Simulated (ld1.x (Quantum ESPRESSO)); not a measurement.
## calcium (Ca), ultrasoft: configuration errors across variants

| Quantity | Value |
| --- | --- |
| Element | calcium (Ca) |
| Generator | ld1.x (Quantum ESPRESSO) 7.5 |
| Type | ultrasoft |
| Functional | LDA (PZ) |
| Relativity | scalar-relativistic |
| Frozen core | [Ne] |
| Valence charge | 10 |
| Reference configuration | 3s2 3p6 3d0 4s1.75 4p0.25 |
| Partial waves | 3s (bound): rcut 1.70, rcutus 1.95 bohr; 4s (bound): rcut 1.70, rcutus 1.95 bohr; 3p (bound): rcut 1.75, rcutus 1.90 bohr; 4p (bound): rcut 1.75, rcutus 1.90 bohr; 3d (bound, empty): rcut 1.60, rcutus 2.05 bohr; 3d channel at 0.45 Ry: rcut 1.60, rcutus 2.05 bohr |
| Local potential | all-electron potential smoothed inside 1.70 bohr (lloc = -1) |
| Core correction | Bessel-smoothed model core inside 1.40 bohr |
| Augmentation charge | PSQ, inside the norm-conserving radii |

All-electron excitation energies from the reference (eV): (1) 3s2 3p6 3d0 4s2 4p0 -0.610; (2) 3s2 3p6 3d0 4s1 4p0 5.852; (3) 3s2 3p6 3d0 4s0 4p0 17.803; (4) 3s1 3p6 3d0 4s2 4p0 53.359; (5) 3s2 3p6 3d0 4s0 4p2 4.507; (6) 3s2 3p6 3d0 4s1.5 4p0 1.956; (7) 3s2 3p6 3d1 4s0 4p0 7.189; (8) 3s2 3p6 3d0 4s1.75 4p0.25 spin -0.026; (9) 3s2 3p6 3d0 4s1 4p0 spin 5.645.

Spin tests fill each open shell by Hund’s rule, majority spin first.

The overlap operator is not positive definite (basis up to 400 Ry) in “base”, “waves 3d (bound): rcut 1.60, rcutus 2.48 bohr; 3d channel at 0.45 Ry: rcut 1.60, rcutus 2.48 bohr”, “all radii but the core radius scaled by about 1.16 (s 2.26, p 2.20, d 2.38 bohr, rcut 1.98/2.04/1.86); local potential all-electron potential smoothed inside 1.98 bohr (lloc = -1)”, “core correction Bessel-smoothed model core inside 2.30 bohr”, “waves 3s (bound): rcut 1.48, rcutus 1.56 bohr; 4s (bound): rcut 1.48, rcutus 1.56 bohr”, “wave 3d channel at 0.45 Ry: rcut 1.60, rcutus 2.05 bohr becomes 3d channel at 7.03 Ry: rcut 1.60, rcutus 2.05 bohr”. Such files are unfit for use, however small their errors in these radial tests.

Errors AE − PS in meV (a dash: test not solved or not reliable):

```tsv
change	(1)	(2)	(3)	(4)	(5)	(6)	(7)	(8)	(9)	bound ghosts
base	0.0	-0.1	-1.7	-120	-3.3	-0.1	+4.3	0.0	+0.4	not determined (overlap not positive)
type PAW; local potential all-electron potential smoothed inside 2.05 bohr (lloc = -2)	0.0	-0.1	-0.6	+1.4	0.0	-0.1	-2.4	0.0	-0.1	none
waves 3d (bound): rcut 1.60, rcutus 2.48 bohr; 3d channel at 0.45 Ry: rcut 1.60, rcutus 2.48 bohr	0.0	-0.1	-1.7	-120	-3.3	-0.1	+2.4	0.0	+0.4	not determined (overlap not positive)
all radii but the core radius scaled by about 1.16 (s 2.26, p 2.20, d 2.38 bohr, rcut 1.98/2.04/1.86); local potential all-electron potential smoothed inside 1.98 bohr (lloc = -1)	-0.4	-0.4	-6.7	-390	-35	-0.1	+10	0.0	+3.0	not determined (overlap not positive)
core correction Bessel-smoothed model core inside 2.30 bohr	0.0	-0.1	-1.7	-119	-3.2	-0.1	+4.3	0.0	+0.5	not determined (overlap not positive)
local potential all-electron potential smoothed inside 1.80 bohr (lloc = -2)	-0.1	-0.1	-1.9	-89	-3.8	-0.1	+3.8	0.0	+0.5	none
waves 3s (bound): rcut 1.48, rcutus 1.56 bohr; 4s (bound): rcut 1.48, rcutus 1.56 bohr	0.0	0.0	-0.7	-24	-2.0	0.0	+8.0	0.0	+0.4	not determined (overlap not positive)
wave 3d channel at 0.45 Ry: rcut 1.60, rcutus 2.05 bohr becomes 3d channel at 7.03 Ry: rcut 1.60, rcutus 2.05 bohr	0.0	-0.1	-1.7	-120	-3.3	-0.1	+4.1	0.0	+0.4	not determined (overlap not positive)
```

Give the same row for: waves 3p (bound): rcut 1.60, rcutus 1.70 bohr; 4p (bound): rcut 1.60, rcutus 1.70 bohr.

0.0, -0.2, -2.0, -92, -0.8, -0.1, +3.7, 0.0, +0.4; bound ghosts: none.
